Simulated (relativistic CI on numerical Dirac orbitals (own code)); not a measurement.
**One change at a time: Rb33+**

Base calculation: Dirac-Coulomb-Breit CI, KLI orbitals optimised for each configuration, model QED, unscaled Slater integrals.

CI space (outside the closed core 1s2): 2s2, 2s.2p, 2p2, 2p.3s, 2p.3p, 2s.3s, 2s.3p, 2s.3d, 2s.4s, 2s.4p, 2s.4d, 2s.4f, 2s.5s, 3s2, 2s.5p, 2s.5d, 2s.5f, 2s.5g, 3s.3p, 3p2. Levels of other configurations are missing.

Variants: (1) QED terms removed; (2) one mean potential for all configurations. Shifts of the energy above 2s2 1S_0, in eV, for the lowest level and the first level of each name with at least 55 % of one term (blank where a level changes its place among those of its configuration and J or its character, or is not in the variant):

| Level | Base | Δ(1) | Δ(2) |
| --- | --- | --- | --- |
| 2s2 1S_0 | 0.00 | 0.00 | 0.00 |
| 2s.2p 3P°_0 | 64.78 | +1.61 | +0.01 |
| 2s.2p 3P°_1 | 76.04 | +1.60 | +0.01 |
| 2s.2p 3P°_2 | 135.71 | +1.46 | +0.01 |
| 2s.2p 1P°_1 | 182.88 | +1.48 | 0.00 |
| 2p2 3P_0 | 185.29 | +3.27 | +0.11 |
| 2p2 3P_1 | 240.31 | +3.18 | +0.10 |
| 2p2 1S_0 | 354.72 | +2.98 | +0.07 |
| 2s.3s 3S_1 | 2377.40 | +1.09 | +0.07 |
| 2s.3s 1S_0 | 2390.57 | +1.12 | +0.01 |
| 2s.3p 3P°_0 | 2409.48 | +1.57 | +0.02 |
| 2s.3p 3P°_1 | 2409.97 | +1.58 | +0.02 |
| 2s.3p 1P°_1 | 2428.98 | +1.65 | 0.00 |
| 2s.3p 3P°_2 | 2430.22 | +1.53 | +0.02 |
| 2s.3d 3D_1 | 2445.19 | +1.62 | +0.07 |
| 2s.3d 3D_2 | 2447.52 | +1.57 | +0.07 |
| 2s.3d 3D_3 | 2452.13 | +1.55 | +0.07 |
| 2p.3s 3P°_0 | 2459.95 | +2.81 | +0.04 |
| 2s.3d 1D_2 | 2462.74 | +1.58 | +0.10 |
| 2p.3s 3P°_1 | 2464.95 | +2.70 | +0.07 |
| 2p.3p 3D_1 | 2480.90 | +3.25 | +0.07 |
| 2p.3p 3P_0 | 2499.64 | +3.28 | +0.15 |

At this charge energies of transitions that change n are usually good to better than 1 %, and those within a shell (Δn = 0) to a few per cent.

Ionisation energy from the two ground configurations alone: base 4206.7 eV; QED terms removed 4208.35 eV. The NIST ASD value (semi-empirical) is 4214 eV.

LS names give the leading component of a level, which can be under half, so a name can repeat, a term be missing and a line seem to break the LS rules.
